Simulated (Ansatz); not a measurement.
A structure relaxed at B3LYP-D4/def2-SVPD in Ansatz, charge -1, doublet:

| atom | x (Å) | y (Å) | z (Å) |
| --- | --- | --- | --- |
| Zr1 | -1.083 | -0.044 | -1.311 |
| Si2 | 0.905 | 0.356 | 1.242 |
| Si3 | 0.432 | 1.964 | -0.728 |
| Si4 | 1.668 | -0.120 | -1.305 |
| Si5 | -1.549 | 1.129 | 0.947 |
| Si6 | -1.207 | -1.323 | 1.137 |
| Si7 | 0.833 | -1.962 | 0.017 |

(1) Give its formula and point group.

(2) Summarise the bond lengths by kind (pairs closer than 1.2 times the sum of covalent radii, bridged metal pairs left out).

Answers

(1) ZrSi6⁻ (the lowest doublet isomer of a short search). Point group Cs (tolerance 0.1 Å).

(2) 7 × Si–Si 2.41 to 2.62 Å; 6 × Si–Zr 2.58 to 3.26 Å. The metal has 6 neighbours: Si 3.26 Å, Si 2.58 Å, Si 2.75 Å, Si 2.59 Å, Si 2.76 Å, Si 3.02 Å.

In the def2 sets Zr takes a core potential; there is no spin–orbit coupling. The structure comes from a short search, and lower isomers may exist.
